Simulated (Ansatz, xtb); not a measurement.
**Relative energy of two isomers of C7H4O2**

Structure a is `C#Cc1ccc(=O)oc1`, a singlet and structure b is `C#CC1=CC(=O)CC1=O`, a singlet. Both are isolated molecules in the gas phase, relaxed with B3LYP/def2-SVP.

Problem. Which of the two would you expect CCSD(T)/def2-SVP + ΔMP2/def2-TZVPP electronic energies to favour?

Solution. Not settled: CCSD(T)/def2-SVP + ΔMP2/def2-TZVPP gives E(b) − E(a) = +1.05 kcal/mol, but this leans on the basis-set step: CCSD(T) alone gives +0.02 kcal/mol.

How the difference moves with the method:

| level | geometry | E(b) − E(a) (kcal/mol) | departure from the last row (kcal/mol) | job, with rough time for the two |
| --- | --- | --- | --- | --- |
| GFN2-xTB | GFN2-xTB | +12.70 | +11.65 | optimisation, 0.15 s |
| HF/STO-3G | GFN2-xTB | −1.05 | −2.11 | single point, 0.46 s |
| r2SCAN-D4/def2-SVP | GFN2-xTB | +4.18 | +3.12 | single point, 4.9 s |
| B3LYP/def2-SVP | B3LYP/def2-SVP | +4.36 | +3.30 | optimisation, 44 s |
| HF/def2-SVP | B3LYP/def2-SVP | −0.52 | −1.57 | part of the CCSD(T) run |
| MP2/def2-SVP | B3LYP/def2-SVP | +0.36 | −0.69 | part of the CCSD(T) run |
| CCSD(T)/def2-SVP | B3LYP/def2-SVP | +0.02 | −1.04 | single point |
| CCSD(T)/def2-SVP + ΔMP2/def2-TZVPP | B3LYP/def2-SVP | +1.05 |  | single point, 2 min |

As drawn, b has 2 C–C, 1 C=O in place of 1 C=C, 2 C–O. Structure a has a 6-membered ring, b a 5-membered ring.

HF/STO-3G, HF/def2-SVP put the two in the other order. MP2/def2-SVP, CCSD(T)/def2-SVP find them nearly level. The largest departure from CCSD(T)/def2-SVP + ΔMP2/def2-TZVPP is that of GFN2-xTB, 11.65 kcal/mol. The last row adds to CCSD(T) the change of the MP2 difference between the two basis sets, here +1.04 kcal/mol.

With thermal terms from frequencies at re-optimised GFN2-xTB minima (ideal gas, soft modes damped towards free rotors, one conformer each, 298.15 K, 1 atm): on the last row, ΔE + ΔZPE = +0.38, ΔH = +0.68, ΔG = −0.24 kcal/mol.

The correlated steps freeze 9 core orbitals. Codes used: Ansatz 0.2.0, xtb 6.7.1; the last row on 4 threads of Arm Neoverse V1 on a shared host.
